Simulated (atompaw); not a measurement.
# How hard is this La PAW (atompaw) potential?

lanthanum (La), PAW, made with atompaw 4.2.0.5 (LDA (PW92), scalar-relativistic). Core [Kr] 4d10, reference 4f0 5s2 5p6 5d1 6s2 6p0. Waves: 5s (bound): rc 2.60 bohr; 6s (bound): rc 2.35 bohr; 5p (bound): rc 2.90 bohr; 6p (bound, empty): rc 0.85 bohr; 5d (bound): rc 2.90 bohr; 5d channel at 0.65 Ry: rc 2.90 bohr; 4f (bound, empty): rc 1.10 bohr; 4f channel at 0.85 Ry: rc 1.10 bohr. Local part: troulliermartins scheme with l = 4 at 0 Ry, radius 1.90 bohr. Core correction: smooth core density matched at 2.80 bohr. Augmentation charge: sinc compensation charge, radius 2.25 bohr; PAW radius 2.90 bohr; waves and projectors: custom polynom2 7 10 vanderbiltortho.

The pseudo-atom Hamiltonian at the reference potential is diagonalised in spherical Bessel functions j_l(qr) that vanish at 20 bohr, with q² up to the cutoff. All-electron valence levels (Ry): 5s -2.8717, 6s -0.2803, 5p -1.6521, 6p -0.1038, 5d -0.2355, 4f -0.3371.

How do the lowest levels (Ry) of each channel move with the cutoff, and are there ghosts?

| cutoff (Ry) | s #1 | s #2 | s #3 | p #1 | p #2 | p #3 | p #4 | d #1 | f #1 | f #2 | Σ f·Δε (mRy) |
| --- | --- | --- | --- | --- | --- | --- | --- | --- | --- | --- | --- |
| 8 | -2.8609 | -0.2895 | -0.0009 | -1.6344 | -1.4437 | -0.0466 | 0.0710 | -0.2153 | 0.0912 | 0.1913 | 167.0 |
| 10 | -2.8700 | -0.8194 | -0.2724 | -1.6452 | -1.4778 | -0.0501 | 0.0690 | -0.2262 | 0.0912 | 0.1911 | 70.1 |
| 15 | -2.9698 | -2.8372 | -0.2801 | -1.6488 | -1.5010 | -0.0536 | 0.0671 | -0.2334 | 0.0912 | 0.1906 | 91.5 |
| 18 | -3.6256 | -2.8700 | -0.2802 | -1.6502 | -1.5041 | -0.0544 | 0.0666 | -0.2336 | 0.0911 | 0.1905 | 17.3 |
| 21 | -3.8396 | -2.8706 | -0.2802 | -1.6512 | -1.5083 | -0.0553 | 0.0661 | -0.2344 | 0.0911 | 0.1905 | 9.0 |
| 30 | -4.0284 | -2.8711 | -0.2802 | -1.6517 | -1.5280 | -0.0585 | 0.0644 | -0.2350 | 0.0911 | 0.1904 | 4.2 |
| 35 | -4.0619 | -2.8714 | -0.2802 | -1.6519 | -1.5324 | -0.0593 | 0.0639 | -0.2352 | 0.0911 | 0.1904 | 2.2 |
| 40 | -4.0784 | -2.8714 | -0.2802 | -1.6519 | -1.5330 | -0.0596 | 0.0638 | -0.2354 | 0.0911 | 0.1904 | 2.0 |
| 45 | -4.0832 | -2.8715 | -0.2802 | -1.6520 | -1.5330 | -0.0597 | 0.0637 | -0.2354 | 0.0911 | 0.1904 | 1.1 |
| 55 | -4.0850 | -2.8716 | -0.2802 | -1.6521 | -1.5332 | -0.0597 | 0.0637 | -0.2354 | 0.0911 | 0.1904 | 0.7 |
| 60 | -4.0853 | -2.8716 | -0.2802 | -1.6521 | -1.5333 | -0.0597 | 0.0637 | -0.2354 | 0.0911 | 0.1904 | 0.5 |
| 400 | -4.0864 | -2.8717 | -0.2803 | -2.0311 | -1.6521 | -0.0760 | 0.0566 | -0.2355 | 0.0905 | 0.1809 | 0.0 |

Result: ghost states, extra bound levels that the all-electron valence spectrum of the same l lacks: s at -55.6 eV, p at -27.6 eV (a true bound ghost makes a file unfit for plane-wave use); 10 mRy is reached at 21 Ry and 1 mRy at 50 Ry.

The cutoffs count occupied waves only; the empty 6p level needs over 300 Ry at the loose tolerance.
